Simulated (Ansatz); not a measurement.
CH6NSb (`[CH3][SbH][NH2]`), charge 0, multiplicity 1.

Task: Give a relaxed structure at PBE0-D4/def2-TZVP (Ansatz). (An estimate is asked.)

Result: Computed: 
```xyz
9

C    -1.1270   -0.4185    0.7725
Sb   -0.0938    1.2094   -0.1762
N     0.9778   -0.0073   -1.4111
H    -1.8722   -0.8083    0.0796
H    -1.6240   -0.0647    1.6769
H    -0.4226   -1.2087    1.0307
H     1.0452    1.3404    1.1139
H     1.6839   -0.5552   -0.9362
H     1.4328    0.5130   -2.1500
```
This is one stationary point; other conformers may exist.
